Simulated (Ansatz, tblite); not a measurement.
Cost and result up the ladder for Ga3O8H7, a hydroxylated oxide cluster (18 atoms). The state is a singlet with charge 0. Geometry: PBE-D4/def2-SVP.

```xyz
18

Ga   -0.701    0.612   -1.586
Ga   -0.498   -1.503    0.379
Ga    1.053    0.741    1.226
O    -2.398    0.570   -2.209
O     1.051    1.336    2.931
O     2.250    1.426    0.035
O    -0.614    0.399    0.356
O    -1.462   -2.783    1.187
O     0.613    1.644   -2.230
O    -0.341   -1.393   -1.518
O     1.230   -1.264    1.162
H    -2.627    1.409   -2.648
H     0.138    1.448    3.258
H     2.747    2.172    0.416
H    -2.407   -2.744    0.951
H     1.339    1.663   -1.554
H    -0.881   -1.958   -2.101
H     1.509   -1.775    1.944
```

Ansatz on 4 threads of Arm Neoverse V1 on a shared host; xTB runs through tblite on one thread. Times are rough, summed over both states, and most runs start from the orbitals of an earlier one. PBE0-D4/def2-SVP serves as the yardstick here, not as an exact answer. The other state is a doublet.

The xTB rows come from tblite. HOMO above LUMO, or a gap near zero within one spin, warns that the state may not be the lowest or that an electron is smeared out.

Raw xTB energies of ions are shifted by several eV.

| level | functions | wall time | vertical IE (eV) | difference from PBE0-D4/def2-SVP (eV) | remarks |
| --- | --- | --- | --- | --- | --- |
| GFN1-xTB | 73 | 0.046 s | 14.60 | 4.71 | – |
| GFN2-xTB | 66 | 0.06 s | 15.07 | 5.18 | – |
| PBE-D4/def2-SVP | 243 | 20 s | 8.89 | -1.00 | gap within one spin near zero (+1 doublet) |
| PBE0-D4/def2-SVP | 243 | 44 s | 9.88 | 0.00 | – |
